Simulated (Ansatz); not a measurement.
Frontier orbitals of CH4GaNO, SMILES `O/C=[N]/[GaH2]`.

```xyz
8

O    -1.0576   -1.8435   -0.9090
C    -0.0702   -1.1308   -0.3300
N    -0.1520    0.0751   -0.0419
Ga    0.6128    1.5632    0.6591
H    -1.7979   -1.2337   -1.0392
H     0.7892   -1.7894   -0.1660
H     1.3315    2.5185   -0.3439
H     0.3442    1.8407    2.1710
```

Total charge 0; spin multiplicity 1. Correlated methods include outer-core shells of Ga, which these sets cover unevenly. Scalar relativity is left out up to krypton. The structure was optimised at the PBE0-D4/def2-TZVP level. It is one conformer, not always the lowest. Basis def2-TZVPP, Ansatz 0.2.0.

Orbital energies of one run (eV). Highest occupied ones, from the top: -7.27, -7.82, -9.10, -10.33, -11.68, -11.90, -13.81, -14.51, -17.94, -22.95, -23.03, -23.14, -23.20, -23.27. Empty: -1.18, 0.33, 1.09, 1.40, 1.72, 2.79.

Q: Which functional gave them?
A. BHLYP
B. B97M-V
C. PBE0
D. r2SCAN

A: C. HOMO energies: PBE0 -7.27, BHLYP -8.49, r2SCAN -6.23, B97M-V -6.31 eV.
